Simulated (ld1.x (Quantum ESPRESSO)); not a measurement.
Transferability test, TM potential for As

| Quantity | Value |
| --- | --- |
| Element | As |
| Generator | ld1.x (Quantum ESPRESSO) 7.5 |
| Type | norm-conserving Troullier–Martins (Kleinman–Bylander form) |
| Functional | LDA (PZ) |
| Relativity | scalar-relativistic |
| Frozen core | [Ar] 3d10 |
| Valence charge | 5 |
| Reference configuration | 4s2 4p3 |
| Partial waves | 4p (bound): rc 1.75 bohr; 4d channel at 0.4 Ry: rc 1.40 bohr; 4s (bound): rc 1.15 bohr |
| Local potential | the s channel |
| Core correction | none |

Energies are relative to the spin-unpolarised reference configuration 4s2 4p3; without spin polarisation the order of configurations can differ from experiment. Spin-polarised rows fill each open shell by Hund’s rule, majority spin first.

```tsv
valence configuration	charge	ΔE all-electron (eV)	error AE − PS (meV)
4s2 4p2	+1	9.325	+1.3
4s2 4p0	+3	55.528	+166
4s2 4p3.3	-0.3	-1.278	+0.1
4s1 4p0	+4	106.641	+539
4s1 4p3	+1	19.487	+3.6
4s0 4p5	0	19.206	+62
4s2 4p3 (spin-polarised)	0	-1.324	+181
4s2 4p2 (spin-polarised)	+1	8.597	+123
```

Question: What are ΔE and the potential's error for 4s2 4p1?

Answer: ΔE = 27.488 eV all-electron; the error (AE − PS) is +29 meV.

Levels in the configuration 4s2 4p3 (spin-polarised):

| level | all-electron (eV) | pseudo (eV) |
| --- | --- | --- |
| 4s up | -15.298 | -15.402 |
| 4p up | -5.933 | -5.977 |
| 4s down | -13.386 | -13.034 |

Note: ghost states, extra bound levels that the all-electron valence spectrum of the same l lacks: p at -165.1 eV, d at -36.5 eV. A true bound ghost makes a file unfit for plane-wave use.
